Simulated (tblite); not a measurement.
Compound: C6H12OSi.
Cartesian coordinates in Å at the GFN2-xTB level; atoms count from 1:
```xyz
20
C6H12OSi angstrom
C     -3.6505   -0.6167    0.2127
C     -2.2343   -0.1686    0.2224
C     -1.2214   -0.8763   -0.2759
C      0.1946   -0.4899   -0.2630
O      1.0500   -1.2929   -0.5841
C      0.5794    0.8972    0.1794
C      1.9868    1.2371   -0.2895
Si     3.2332   -0.1912   -0.0283
H     -3.7563   -1.5891   -0.2605
H     -4.0302   -0.6732    1.2327
H     -4.2644    0.1090   -0.3208
H     -2.0593    0.7958    0.6810
H     -1.4069   -1.8508   -0.7109
H      0.5453    0.8945    1.2742
H     -0.1517    1.6265   -0.1769
H      2.3229    2.1330    0.2308
H      1.9523    1.4865   -1.3506
H      2.9106   -0.9625    1.1715
H      3.4949   -0.9649   -1.2336
H      4.5001    0.5073    0.2864
```

Computed with GFN2-xTB (tblite): harmonic, unscaled wavenumbers at the GFN2-xTB geometry, gas phase. The method is semi-empirical: single wavenumbers can be off by several per cent or more. Modes of hydrogen on silicon can be 10 to 20 % off. One conformer, not necessarily the lowest.

Harmonic wavenumbers (cm⁻¹): 41.9, 75.6, 110.4, 147.6, 167.0, 173.4, 196.0, 306.0, 309.9, 378.6, 500.1, 517.8, 552.4, 584.7, 648.5, 689.1, 730.5, 756.1, 776.0, 853.0, 869.1, 886.3, 933.6, 973.3, 997.3, 1027.6, 1084.6, 1099.7, 1131.0, 1173.0, 1212.9, 1258.1, 1280.9, 1283.7, 1328.0, 1394.0, 1445.0, 1462.6, 1469.3, 1494.2, 1675.1, 1699.4, 2119.6, 2256.4, 2317.8, 2932.5, 2961.5, 2985.9, 2998.8, 3004.5, 3014.6, 3049.9, 3057.2, 3071.1.

A = 5185, B = 718.1, C = 653.3 MHz; mass 128.066 u (most abundant isotopes); point group C1, symmetry number 1.

**Question.** What is the zero-point energy?

**Answer.** Half the sum of the wavenumbers: 34732 cm⁻¹ = 415.48 kJ/mol.

**Question.** What is S at 400 K and 1 bar for an ideal gas of classical rigid rotors and harmonic oscillators?

**Answer.** Translation 175.48, rotation 126.13, vibration 176.11: S = 477.7 J/(mol K).

**Question.** And Cp and H(400 K) − H(0)?

**Answer.** Cp = 213.40 J/(mol K), of which vibrations give 180.14 (their classical limit is 54 R = 449.0); H(400 K) − H(0) = 49.89 kJ/mol without the zero-point energy, 36.58 from vibrations.

**Question.** Which modes carry the vibrational entropy at 400 K?

**Answer.** 41.9 cm⁻¹: 24.06; 75.6 cm⁻¹: 19.17; 110.4 cm⁻¹: 16.05; 147.6 cm⁻¹: 13.68; 167.0 cm⁻¹: 12.68; 173.4 cm⁻¹: 12.37 J/(mol K); the other 48 give 78.11 together.

**Question.** How do the functions run with temperature in this model?

**Answer.** 
```
 T (K)  S (J/(mol K))  Cp (J/(mol K))  H − H(0) (kJ/mol)  G − H(0) (kJ/mol)  ln q(vib)
    50          246.1            56.5               2.12             -10.19       0.55
   100          293.7            82.3               5.63             -23.75       1.83
298.15          421.7           169.2              30.36             -95.37       7.37
373.15          463.3           202.3              44.31            -128.57       9.44
   500          529.5           250.7              73.15            -191.59      12.92
   750          645.1           319.2             145.01            -338.81      19.54
  1000          743.5           364.0             230.79            -512.70      25.72
```

q(vib) and H(0) count from the zero-point level.

**Question.** Blend soft modes into free rotors: weight 1/[1 + (100 cm⁻¹/ν̃)⁴] for the oscillator and the rest for a rotor with moment μB/(μ + B), μ = h/(8π²ν), B = 10⁻⁴⁴ kg m². What vibrational entropy results?

**Answer.** 163.35 J/(mol K) in place of 176.11, which changes −T·S at 400 K by +5.11 kJ/mol.

Hindered rotation and anharmonicity are outside this model. Other conformers, if any are populated, would add a mixing term that is left out. The structure is chiral; the term R ln 2 for an equal mix with its mirror image is left out.
